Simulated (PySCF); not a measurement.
**Dipole moment and polarisability of methylphenylphosphine**

Compound: methylphenylphosphine, C₇H₉P.
Atom-mapped SMILES: `[CH3:1][PH:2][c:3]1[cH:4][cH:5][cH:6][cH:7][cH:8]1` (hydrogens: H9, H10, H11 on C1; H12 on P2; H13 on C4; H14 on C5; H15 on C6; H16 on C7; H17 on C8)

Geometry (GFN2-xTB, Å), atoms numbered from 1 in this order:
```
atom  x, y, z in Å
C1     2.7185   -0.4674   -0.1853
P2     1.6774    0.5823   -1.3088
C3     0.0645    0.3036   -0.4884
C4    -0.5505    1.2720    0.2952
C5    -1.7803    1.0200    0.8769
C6    -2.4067   -0.1993    0.6823
C7    -1.8032   -1.1669   -0.1044
C8    -0.5794   -0.9126   -0.6941
H9     2.5161   -1.5175   -0.3913
H10    3.7666   -0.2659   -0.3980
H11    2.5067   -0.2573    0.8615
H12    1.9476    1.7883   -0.6476
H13   -0.0652    2.2267    0.4489
H14   -2.2505    1.7778    1.4870
H15   -3.3660   -0.3938    1.1395
H16   -2.2903   -2.1185   -0.2612
H17   -0.1122   -1.6596   -1.3223
```

Level: CAM-B3LYP/def2-SVPD (PySCF), static field, nuclei fixed, core orbitals frozen in the response. The polarisability tensor in these axes (au):

```
x   128.92   5.29 -19.31
y     5.29 101.52   6.63
z   -19.31   6.63  85.89
```

Task: Give the principal values, the mean and the anisotropy Δα = √{½[(α1 − α2)² + (α2 − α3)² + (α1 − α3)²]}.

Result: Principal values 75.93, 103.89 and 136.51 au; mean 105.44 au = 15.63 Å³ = 17.39 × 10⁻⁴⁰ C²·m²/J; Δα = 52.51 au (50 % of the mean).

Task: What is the dipole moment, and where does it point?

Result: (-0.11, -0.30, 1.21) D, 1.25 D in size, pointing from the negative to the positive side. Measured along this direction, the outermost atoms are P2 at the negative end and H15 at the positive end.

Task: Molar refractivity from α?

Result: Lorentz–Lorenz: R = (4π/3)N_A α = 2.5225 cm³/(mol·Å³) × 15.63 Å³ = 39.4 cm³/mol, in the limit of long wavelengths.

Task: Rayleigh depolarisation ratio (linearly polarised light, static tensor)?

Result: ρ = 3Δα²/(45ᾱ² + 4Δα²) = 8272.0/(500316 + 11029.4) = 0.0162.

Task: Sum over states: ᾱ = Σ f/ω², ω in Eh. What share falls to these 8 lowest TDDFT singlets (eV, f)? 5.31, 0.0023; 5.57, 0.1982; 6.20, 0.0136; 6.42, 0.0935; 6.45, 0.0612; 6.72, 0.0452; 7.04, 0.5182; 7.11, 0.1148.

Result: They add up to 17.99 au, 17.1 % of the 105.44 au; the largest single term is 7.75 au, from the state at 7.04 eV. Terms in order: 0.06, 4.73, 0.26, 1.68, 1.09, 0.74, 7.75, 1.68 au. Higher excitations give the rest. The strengths listed sum to 1.047.

Task: Refractivity n − 1 of an ideal gas of it at 400 K and 1 atm, from the electronic α?

Result: N = p/kT = 1.8347 × 10¹⁹ cm⁻³, so n − 1 = 2π × N × 15.63 × 10⁻²⁴ cm³ = 1801 × 10⁻⁶ at long wavelengths, for an ideal gas.

One conformer (not necessarily the lowest) at the GFN2-xTB geometry, without solvent, vibrations or thermal averaging.
